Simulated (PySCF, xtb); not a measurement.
C3H7NSi, SMILES [SiH3]N1C=CC1.

GFN2-xTB (xtb) at its own geometry gives an orbital gap of 4.22 eV and a dipole moment of 0.53 D.

Geometry: TPSSh-D3(BJ)/def2-SVP. This is a generated structure with no PubChem entry under its InChIKey; it may be hypothetical.

Task: What does PBE0/def2-TZVP (PySCF) give? (An estimate is asked for; the answer gives what the named calculation found.)

Result: gap 6.39 eV (levels -5.96 and 0.43 eV), dipole 0.40 D.
